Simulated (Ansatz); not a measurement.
Basis-set extrapolation for C2H7AlN2Si (PBE0-D4/def2-TZVP geometry, frozen core, Ansatz 0.2.0). Multiplicity 1, RHF reference.

|  | def2-TZVPP | def2-QZVPP |
| --- | --- | --- |
| HF | -719.638252 | -719.662973 |
| MP2 correlation | -0.938912 | -1.003759 |
| CCSD(T) correlation | -1.028461 | not run |

Energies in hartree. Use E(X) = E(∞) + A·exp(−7.88·√X) for Hartree–Fock and E(X) = E(∞) + B·X^(−2.97) for correlation, with X = 3 and 4, and add CCSD(T) minus MP2 of the smaller set to the MP2 limit.

Problem. What is the CCSD(T) energy at the basis-set limit?

Solution. HF limit: -719.662973 + (-0.024721) × 0.13774 = -719.66638. MP2 limit: -1.003759 + (-0.064847) × 0.74074 = -1.05179. Higher-order term: -1.028461 − (-0.938912) = -0.08955. Total: -720.80772 hartree, 370.2 kJ/mol below CCSD(T)/def2-TZVPP.
